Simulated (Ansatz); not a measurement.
# A geometry optimisation of CH9BNP with B3LYP/def2-SVP

The starting geometry of this gas-phase singlet was optimised with GFN2-xTB.

```xyz
13

C     0.0336   -0.6460   -1.8754
B     0.5723    1.4569   -0.5136
N     0.2552   -0.0233   -0.5897
P     2.3378    0.7275    0.0116
H    -0.8980   -0.3138   -2.3482
H     0.8582   -0.3796   -2.5393
H     0.0052   -1.7340   -1.7779
H    -0.4143   -0.3575    0.0903
H     0.1006    2.0454    0.3956
H     0.6592    2.0333   -1.5399
H     2.1695   -0.1218    1.0801
H     3.6655    1.1275    0.3614
H     2.7294   -0.1916   -0.9330
```

Task: Predict what becomes of its bonds when it is optimised with B3LYP/def2-SVP.

Result: It falls apart into CH6BN + H3P. Contacts that open: B2–P4 (1.98 → 5.06 Å).

The energy falls by 1.03 eV over 100 steps:

```csv
step,E − E(last) (eV)
1,1.029
12,0.043
23,0.030
34,0.025
45,0.024
56,0.023
67,0.008
78,0.000
89,0.000
100,0.000
```

Final geometry (Å):

```yaml
atoms:
  - { symbol: C, position_ang: [0.1800, -0.5685, -1.7710] }
  - { symbol: B, position_ang: [-0.7625, 1.6388, -0.9029] }
  - { symbol: N, position_ang: [-0.2905, 0.3404, -0.7411] }
  - { symbol: P, position_ang: [3.8679, 0.3691, 0.6877] }
  - { symbol: H, position_ang: [-0.4310, -1.4872, -1.8161] }
  - { symbol: H, position_ang: [0.1231, -0.0724, -2.7499] }
  - { symbol: H, position_ang: [1.2281, -0.8700, -1.5990] }
  - { symbol: H, position_ang: [-0.2713, -0.0588, 0.1934] }
  - { symbol: H, position_ang: [-1.1254, 2.2523, 0.0721] }
  - { symbol: H, position_ang: [-0.7977, 2.1208, -2.0108] }
  - { symbol: H, position_ang: [2.4968, 0.6670, 0.4113] }
  - { symbol: H, position_ang: [3.6350, -1.0413, 0.7454] }
  - { symbol: H, position_ang: [4.2218, 0.3327, -0.6973] }
```

The end wasn't checked by frequencies. Run with Ansatz 0.2.0, 6.4 min on 2 threads of Intel(R) Xeon(R) Processor @ 2.70GHz (shared host).
